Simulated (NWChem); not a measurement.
System: C3H7F; SMILES FC(C)C

The following NWChem deck was run.

```
start job
memory heap 200 mb stack 900 mb global 1100 mb
geometry units angstroms
  C     -0.635790     0.104850     1.268004
  C      0.045904    -0.356832     0.000000
  C     -0.635790     0.104850    -1.268004
  F      1.344151     0.127803     0.000000
  H     -0.701989     1.203578     1.289265
  H     -1.653801    -0.306478     1.337805
  H     -0.067721    -0.223487     2.150379
  H      0.120513    -1.460266     0.000000
  H     -0.701989     1.203578    -1.289265
  H     -1.653801    -0.306478    -1.337805
  H     -0.067721    -0.223487    -2.150379
end
basis spherical
  * library 6-31g*
end
dft
  xc b3lyp
  iterations 150
end
driver
  maxiter 120
end
task dft optimize
task dft freq
```

Excerpt of the output:

```
             Northwest Computational Chemistry Package (NWChem) 7.3.0
             --------------------------------------------------------

 CS  symmetry detected

                             Geometry "geometry" -> ""
                             -------------------------

 Output coordinates in angstroms (scale by  1.889725989 to convert to a.u.)

  No.       Tag          Charge          X              Y              Z
 ---- ---------------- ---------- -------------- -------------- --------------
    1 C                    6.0000    -0.63484361     0.10905383    -1.26800400
    2 C                    6.0000     0.04043379    -0.36196360     0.00000000
    3 C                    6.0000    -0.63484361     0.10905383     1.26800400
    4 F                    9.0000     1.34522578     0.10476351     0.00000000
    5 H                    1.0000    -0.68591942     1.20858863    -1.28926500
    6 H                    1.0000    -1.65841753    -0.28822887    -1.33780500
    7 H                    1.0000    -0.07134582    -0.22706791    -2.15037900
    8 H                    1.0000     0.09985406    -1.46631967     0.00000000
    9 H                    1.0000    -0.68591942     1.20858863     1.28926500
   10 H                    1.0000    -1.65841753    -0.28822887     1.33780500
   11 H                    1.0000    -0.07134582    -0.22706791     2.15037900

 Effective nuclear repulsion energy (a.u.)     132.8565996384

      Symmetry information
      --------------------

 Group name             Cs
 Group number              2
 Group order               2
 No. of unique centers     7

                                Z-matrix (autoz)
                                --------

 Units are Angstrom for bonds and degrees for angles

      Type          Name      I     J     K     L     M      Value
      ----------- --------  ----- ----- ----- ----- ----- ----------
    1 Stretch                  1     2                       1.51185
    2 Stretch                  1     5                       1.10093
    3 Stretch                  1     6                       1.10019
    4 Stretch                  1     7                       1.09959
    5 Stretch                  2     3                       1.51185
    6 Stretch                  2     4                       1.38575
    7 Stretch                  2     8                       1.10595
    8 Stretch                  3     9                       1.10093
    9 Stretch                  3    10                       1.10019
   10 Stretch                  3    11                       1.09959
   11 Bend                     1     2     3               114.00831
   12 Bend                     1     2     4               108.39880
   13 Bend                     1     2     8               109.57850
   14 Bend                     2     1     5               110.36966
   15 Bend                     2     1     6               110.87084
   16 Bend                     2     1     7               110.42016
   17 Bend                     2     3     9               110.36966
   18 Bend                     2     3    10               110.87084
   19 Bend                     2     3    11               110.42016
   20 Bend                     3     2     4               108.39880
   21 Bend                     3     2     8               109.57850
   22 Bend                     4     2     8               106.60240
   23 Bend                     5     1     6               108.43694
   24 Bend                     5     1     7               108.27460
   25 Bend                     6     1     7               108.38996
   26 Bend                     9     3    10               108.43694
   27 Bend                     9     3    11               108.27460
   28 Bend                    10     3    11               108.38996
   29 Torsion                  1     2     3     9         -57.72348
   30 Torsion                  1     2     3    10          62.44958
   31 Torsion                  1     2     3    11        -177.40305
   32 Torsion                  3     2     1     5          57.72348
   33 Torsion                  3     2     1     6         -62.44958
   34 Torsion                  3     2     1     7         177.40305
   35 Torsion                  4     2     1     5         -63.09303
   36 Torsion                  4     2     1     6         176.73392
   37 Torsion                  4     2     1     7          56.58654
   38 Torsion                  4     2     3     9          63.09303
   39 Torsion                  4     2     3    10        -176.73392
   40 Torsion                  4     2     3    11         -56.58654
   41 Torsion                  5     1     2     8        -179.06323
   42 Torsion                  6     1     2     8          60.76372
   43 Torsion                  7     1     2     8         -59.38366
   44 Torsion                  8     2     3     9         179.06323
   45 Torsion                  8     2     3    10         -60.76372
   46 Torsion                  8     2     3    11          59.38366

                           NWChem Geometry Optimization
                           ----------------------------

 maximum gradient threshold         (gmax) =   0.000450
 rms gradient threshold             (grms) =   0.000300
 maximum cartesian step threshold   (xmax) =   0.001800
 rms cartesian step threshold       (xrms) =   0.001200
 fixed trust radius                (trust) =   0.300000
 source of zmatrix                         =   autoz

          -------------------
          Energy Minimization
          -------------------

[...]

      ----------------------
      Optimization converged
      ----------------------

  Step       Energy      Delta E   Gmax     Grms     Xrms     Xmax
  ---- ---------------- -------- -------- -------- -------- --------
@    5    -218.37478746 -2.0D-07  0.00004  0.00001  0.00031  0.00092
                                     ok       ok       ok       ok

                                Z-matrix (autoz)
                                --------

 Units are Angstrom for bonds and degrees for angles

[...]

 Rotational Constants
 --------------------
 A=   0.289815 cm-1  (  0.416970 K)
 B=   0.267793 cm-1  (  0.385285 K)
 C=   0.158889 cm-1  (  0.228601 K)

 Temperature                      =   298.15K
 frequency scaling parameter      =   1.0000

 Zero-Point correction to Energy  =   60.586 kcal/mol  (  0.096550 au)
 Thermal correction to Energy     =   63.747 kcal/mol  (  0.101587 au)
 Thermal correction to Enthalpy   =   64.339 kcal/mol  (  0.102531 au)

 Total Entropy                    =   69.835 cal/mol-K
   - Translational                =   38.278 cal/mol-K (mol. weight =  62.0532)
   - Rotational                   =   24.374 cal/mol-K (symmetry #  =        1)
   - Vibrational                  =    7.183 cal/mol-K

 Cv (constant volume heat capacity) =   17.055 cal/mol-K
   - Translational                  =    2.979 cal/mol-K
   - Rotational                     =    2.979 cal/mol-K
   - Vibrational                    =   11.097 cal/mol-K

[normal modes left out]

 ----------------------------------------------------------------------------
 Normal Eigenvalue ||           Projected Infra Red Intensities
  Mode   [cm**-1]  || [atomic units] [(debye/angs)**2] [(KM/mol)] [arbitrary]
 ------ ---------- || -------------- ----------------- ---------- -----------
    1       -0.000 ||    0.000420           0.010         0.409       0.357
    2       -0.000 ||    0.000476           0.011         0.464       0.405
    3       -0.000 ||    0.001398           0.032         1.363       1.189
    4        0.000 ||    0.000561           0.013         0.547       0.478
    5        0.000 ||    0.000068           0.002         0.066       0.058
    6        0.000 ||    0.000461           0.011         0.449       0.392
    7      221.864 ||    0.000007           0.000         0.007       0.006
    8      262.326 ||    0.000113           0.003         0.110       0.096
    9      350.094 ||    0.000972           0.022         0.947       0.827
   10      404.720 ||    0.006525           0.151         6.361       5.552
   11      475.673 ||    0.002658           0.061         2.591       2.262
   12      831.155 ||    0.007050           0.163         6.873       5.999
   13      940.054 ||    0.000335           0.008         0.327       0.285
   14      954.404 ||    0.000137           0.003         0.134       0.117
   15      967.508 ||    0.042126           0.972        41.067      35.845
   16     1170.121 ||    0.014174           0.327        13.818      12.060
   17     1173.052 ||    0.047073           1.086        45.889      40.054
   18     1213.649 ||    0.009922           0.229         9.673       8.443
   19     1396.257 ||    0.008390           0.194         8.179       7.139
   20     1397.053 ||    0.020270           0.468        19.760      17.248
   21     1436.806 ||    0.023384           0.539        22.796      19.897
   22     1446.254 ||    0.013623           0.314        13.281      11.592
   23     1510.612 ||    0.000065           0.001         0.063       0.055
   24     1516.843 ||    0.000002           0.000         0.002       0.002
   25     1521.620 ||    0.004753           0.110         4.633       4.044
   26     1540.635 ||    0.005162           0.119         5.032       4.393
   27     3038.822 ||    0.041572           0.959        40.526      35.373
   28     3053.385 ||    0.015758           0.364        15.362      13.408
   29     3058.164 ||    0.008397           0.194         8.186       7.145
   30     3122.061 ||    0.000019           0.000         0.018       0.016
   31     3129.867 ||    0.055737           1.286        54.335      47.425
   32     3132.945 ||    0.019178           0.442        18.696      16.318
   33     3134.943 ||    0.037046           0.855        36.115      31.522
 ----------------------------------------------------------------------------
```

Level: B3LYP/6-31G* (spherical d).
